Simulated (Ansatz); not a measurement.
Consider the redistribution: `O[Si](O)(Cl)[SiH](Cl)Cl` + `[F][GeH2][Cl]` → `O[Si](O)(Cl)[GeH2][Cl]` + `F[SiH](Cl)Cl`.

Program: Ansatz. Geometries: PBE0-D4/def2-TZVP. ΔE: electronic, gas phase. CCSD(T)/CBS is the MP2 limit (def2-TZVPP, def2-QZVPP) plus CCSD(T) − MP2 in def2-TZVPP, frozen cores. Functionals use def2-TZVPP. B3LYP here is the variant with VWN-RPA as its local correlation; programs differ in this. For Ge outer-core shells are correlated without core-valence functions, which leaves a few kJ/mol of doubt a bond. Scalar relativity is left out up to krypton. One conformer a species, not always the lowest.

| level | ΔE (kJ/mol) | difference from CCSD(T)/CBS |
| --- | --- | --- |
| PBE-D4 | -92.0 | 13.9 |
| r2SCAN-D4 | -101.1 | 4.8 |
| PBE0-D4 | -96.6 | 9.3 |
| B3LYP-D4 | -98.4 | 7.5 |
| ωB97X-V | -96.5 | 9.4 |
| ωB97M-V | -104.7 | 1.2 |
| B2PLYP | -102.4 | 3.5 |
| PBE | -93.8 | 12.1 |
| r2SCAN | -101.9 | 4.0 |
| PBE0 | -98.5 | 7.4 |
| B3LYP | -101.2 | 4.7 |
| HF/def2-TZVPP | -101.7 | 4.2 |
| MP2/def2-TZVPP | -105.6 | 0.3 |
| SCS-MP2/def2-TZVPP | -102.2 | 3.7 |
| CCSD/def2-TZVPP | -104.6 | 1.3 |
| CCSD(T)/def2-TZVPP | -103.1 | 2.8 |
| HF/def2-QZVPP | -101.7 | 4.2 |
| MP2/def2-QZVPP | -107.2 | -1.3 |
| SCS-MP2/def2-QZVPP | -103.2 | 2.7 |
| HF/CBS(def2) | -101.7 | 4.2 |
| MP2/CBS(def2) | -108.4 | -2.5 |
| CCSD/CBS(def2) | -107.5 | -1.6 |
| CCSD(T)/CBS | -105.9 | 0 |

Largest T1 diagnostic among the species: 0.011.

From PBE to PBE0 (25 % exact exchange), in def2-TZVPP and without D4, ΔE moves by −4.7 kJ/mol.
